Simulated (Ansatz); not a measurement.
C3H8AlCl (`C[CH]([AlH2])CCl`), relaxed with RKS PBE0-D4/def2-TZVP in the Gaussian-basis code of Ansatz from a PBE-D4/def2-SVP geometry. The force threshold is 0.005 eV/Å; the program also tests the step.

Charge 0, multiplicity 1.

Start:

```xyz
13

C    -0.156    1.212    0.841
C     0.030    0.180   -0.285
Al    1.789   -0.755   -0.239
C    -1.128   -0.788   -0.425
Cl   -2.719    0.042   -0.811
H    -1.090    1.792    0.691
H     0.688    1.929    0.888
H    -0.231    0.723    1.836
H     0.114    0.734   -1.256
H     1.939   -2.227   -0.858
H     3.060    0.024    0.349
H    -1.319   -1.349    0.513
H    -0.977   -1.518   -1.243
```

```csv
step,energy (eV),largest force (eV/Å),largest move (Å)
1,-22351.3705,0.584,0.000
2,-22351.4124,0.180,0.029
3,-22351.4167,0.063,0.013
4,-22351.4170,0.040,0.005
5,-22351.4172,0.017,0.018
6,-22351.4173,0.017,0.030
7 (rejected),-22351.4173,0.053,0.062
8,-22351.4175,0.018,0.030
9,-22351.4177,0.035,0.076
10,-22351.4178,0.025,0.004
11 (rejected),-22351.4178,0.044,0.011
12,-22351.4179,0.008,0.005
13,-22351.4179,0.002,0.011
14,-22351.4179,0.017,0.050
15 (rejected),-22351.4179,0.020,0.028
16,-22351.4180,0.009,0.009
17,-22351.4180,0.006,0.009
18,-22351.4180,0.003,0.018
19,-22351.4180,0.002,0.005
```

End:

```xyz
13

C    -0.151    1.173    0.850
C     0.026    0.198   -0.313
Al    1.770   -0.731   -0.235
C    -1.117   -0.769   -0.459
Cl   -2.698    0.042   -0.808
H    -1.058    1.772    0.729
H     0.695    1.861    0.932
H    -0.238    0.646    1.806
H     0.092    0.783   -1.245
H     1.885   -2.278   -0.587
H     3.056    0.112    0.157
H    -1.290   -1.340    0.455
H    -0.973   -1.469   -1.282
```

Hardware: 4 threads of an Arm Neoverse V1 on a shared host. Wall time 78 s, peak host memory 0.63 GiB.
